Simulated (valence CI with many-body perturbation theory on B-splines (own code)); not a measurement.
Kr¹³⁺: magnetic and hyperfine properties of the levels

Calculated by configuration interaction combined with many-body perturbation theory (CI+MBPT): five valence electrons over a frozen Dirac-Fock core [Ar], a basis of 7 s, 7 p, 8 d, 6 f, 4 g, 1 h functions for each j, with the one-electron correlation potential Σ1, the two-electron term Σ2, the three-electron term Σ3, Breit, model QED; selected CI, second order for the rest (own B-spline code, finite nucleus).

No measured spectrum was set against this ion. As an estimate, terms of the open shell hold to 2 to 4 % of their energy, and close levels can change places. Core correlation moves these levels by up to 9000 cm⁻¹, and in measured spectra 5 to 20 % of such shifts remained as error; rates that hang on mixing are uncertain with them. Only levels of the ground parity were solved; by the run's estimate the other parity begins above the list, which can be wrong where configurations are misplaced.

A/g_I is the dipole constant over the nuclear g factor μ/I (μ in nuclear magnetons, uniformly magnetised nucleus), B/Q the quadrupole constant per barn. Both hold the static response of the core; the bare values leave it out. Large factors of s and p1/2 electrons are usually good to 5 to 10 %; those of open d and f shells near neutrality can be off by tens of per cent, and small factors of p3/2, d and f electrons come from cancelling terms and can be off by a factor of two or in sign, in half-filled shells by more. B is blank for J = 1/2, where it vanishes, and for nearly pure S terms. Energies count from the lowest level.

Names give the largest LS component (configuration and term), which can be under half, so a name can repeat, a term be missing and a line seem to break the LS rules; names also repeat where a configuration has a term twice. Letters in brackets count levels of one name in rising energy.

```csv
Level,E (cm⁻¹),g,A/g_I (MHz),A/g_I bare,B/Q (MHz/b),B/Q bare
3d⁵ ⁶S_5/2,0.0,1.993,-540,-6.24,,
3d⁵ ⁴G_5/2,72997,0.659,3620,3480,981,1010
3d⁵ ⁴G_11/2,74305,1.267,2590,2760,-71.7,-68.6
3d⁵ ⁴G_7/2,74558,0.994,2780,2810,842,872
3d⁵ ⁴G_9/2,75214,1.170,2520,2630,660,686
3d⁵ ⁴P_5/2,78628,1.429,1190,1430,2600,2680
3d⁵ ⁴P_3/2,80800,1.548,1930,2240,1940,2010
3d⁵ ⁴P_1/2,83537,2.210,-2120,-1480,,
3d⁵ ⁴D_7/2,90160,1.410,1520,1760,1130,1160
3d⁵ ⁴D_1/2,93920,0.447,6380,6130,,
3d⁵ ⁴D_5/2,94987,1.412,1900,2140,-1610,-1660
3d⁵ ⁴D_3/2,95640,1.350,2540,2750,-1170,-1200
3d⁵ ²I_11/2,106760,0.940,3290,3290,309,319
3d⁵ ²I_13/2,109090,1.075,3130,3200,-17.4,-15.0
3d⁵ ²D_5/2 [a],112970,1.078,2430,2500,969,1000
3d⁵ ²D_3/2 [a],116560,0.695,4850,4730,-109,-109
3d⁵ ²F_7/2 [a],119400,1.145,3180,3290,-2060,-2120
3d⁵ ⁴F_9/2,121230,1.241,2340,2490,-69.5,-77.0
3d⁵ ⁴F_5/2,124820,1.008,3200,3230,-1840,-1890
3d⁵ ⁴F_7/2,127660,1.198,2180,2310,-1300,-1340
3d⁵ ⁴F_3/2,129680,0.533,5020,4820,-500,-513
3d⁵ ²H_9/2,130210,1.041,3040,3090,1140,1170
3d⁵ ²G_7/2 [a],135880,0.922,3980,3980,-1090,-1130
3d⁵ ²H_11/2,137020,1.076,3040,3110,-284,-294
3d⁵ ²F_5/2 [a],137100,1.012,2500,2540,900,938
3d⁵ ²G_9/2 [a],142160,1.067,2880,2950,-816,-848
3d⁵ ²F_5/2 [b],144690,0.900,3080,3060,-1080,-1100
3d⁵ ²F_7/2 [b],146190,1.144,3030,3130,1120,1170
3d⁵ ²S_1/2,157290,1.993,-590,-60.0,,
3d⁵ ²D_3/2 [b],175600,0.801,3840,3770,-723,-749
3d⁵ ²D_5/2 [b],177920,1.183,2560,2680,-446,-464
3d⁵ ²G_9/2 [b],195430,1.110,2800,2890,-905,-930
3d⁵ ²G_7/2 [b],196420,0.891,3780,3760,1310,1360
3d⁵ ²P_3/2,234470,1.302,2500,2690,-2020,-2090
3d⁵ ²P_1/2,236410,0.679,455,318,,
3d⁵ ²D_5/2 [c],256710,1.199,2170,2300,-509,-526
3d⁵ ²D_3/2 [c],258270,0.827,5120,5060,2570,2650
```

**Question.** Take the isotope of mass number 83, with I = 9/2, μ = -0.97073 μN and Q = 0.259 b. What is the hyperfine structure of 3d⁵ ⁴G_5/2?

**Answer.** From the table A = -781 MHz, B = 254 MHz. Shifts from the centre of gravity in MHz: F = 2: 10900, F = 3: 8440, F = 4: 5240, F = 5: 1290, F = 6: -3370, F = 7: -8720.
